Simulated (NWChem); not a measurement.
C2HCl2FSi; SMILES C(#C)[Si](F)(Cl)Cl

```xyz
7

C     -0.4599    -2.9448     0.0000
C     -0.1690    -1.7646     0.0000
Si     0.2548    -0.0087     0.0000
F      1.8535     0.1554     0.0000
Cl    -0.4669     0.9055    -1.6680
Cl    -0.4669     0.9055     1.6680
H     -0.7170    -3.9903     0.0000
```
Atoms are numbered in this order, from 1.

Level: PBE0/def2-SVP (NWChem), optimised geometry, unscaled harmonic frequencies. 

**Question.** List the harmonic frequencies with IR intensities, and the thermochemistry.

**Answer.** 
| frequency (cm⁻¹) | IR intensity (km/mol) |
|---|---|
| 107 | 0.9 |
| 122 | 1.0 |
| 181 | 0.6 |
| 238 | 2.0 |
| 268 | 25.7 |
| 355 | 31.6 |
| 361 | 25.2 |
| 491 | 23.3 |
| 654 | 256.0 |
| 716 | 233.3 |
| 760 | 32.5 |
| 766 | 25.8 |
| 941 | 156.9 |
| 2182 | 89.8 |
| 3471 | 56.8 |

```yaml
zero_point_energy: 16.6 kcal/mol
thermal correction to the enthalpy at 298.15 K (with zero-point energy): 21.7 kcal/mol
heat capacity Cv: 23.2 cal/(mol K)
entropy at 298.15 K and 1 atm (symmetry number 1): 85.9 cal/(mol K)
dipole_moment: 2.30 D
```

Rigid rotor and harmonic oscillator.
